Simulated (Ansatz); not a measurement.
```yaml
crystal:
  periodic: [false, false, false]
  atoms:
    - {symbol: Al, position_ang: [0.021160, 0.035580, -0.000094]}
    - {symbol: Cl, position_ang: [2.629863, 0.014318, 0.015929]}
    - {symbol: Cl, position_ang: [-1.242896, 2.317619, -0.022145]}
    - {symbol: Br, position_ang: [-1.408127, -2.367518, 0.006322]}
basis:
  gaussian: {orbitals: def2-SVP}
magnetization: {spin_polarized: true, initial_magnetization: 2}
hamiltonian: {xc: {name: revPBE}, dispersion: d4}
scf: {omitted_lower_state_checks: [starts]}
```

```sh
$ ansatz run in.yaml --threads 4 --pin off --events-out ev --progress --plain --max-ram 3916MiB
```

Output, abridged:

```
Functional definition: revPBE
928 factors; their error is unknown
mean field evaluation 1: about -101655.0075 eV, gradient 1.9e1 eV
mean field evaluation 2: about -101600.4901 eV, gradient 8.5e1 eV
mean field evaluation 4: about -101656.1236 eV, gradient 1.4e1 eV
mean field evaluation 8: about -101656.9526 eV, gradient 1.1e1 eV
mean field evaluation 16: about -101658.5140 eV, gradient 2.4e-4 eV
mean field -101658.51401651 eV, -3735.8814834910 hartree, gradient 1.4e-6 eV, S^2 2.002536; 0 other end points of the search recorded, 0 dependent functions left out
reference -101658.51406174 eV, -3735.8814851531 hartree; 42, 40 occupied and 44, 46 virtual orbitals, 928 factors
Total energy: -101658.76832398 eV, -3735.8908291181 hartree
Checks for a lower state left out: starts
```

Hardware: 4 threads of Arm Neoverse V2 on a shared host. Wall time 2.7 s.
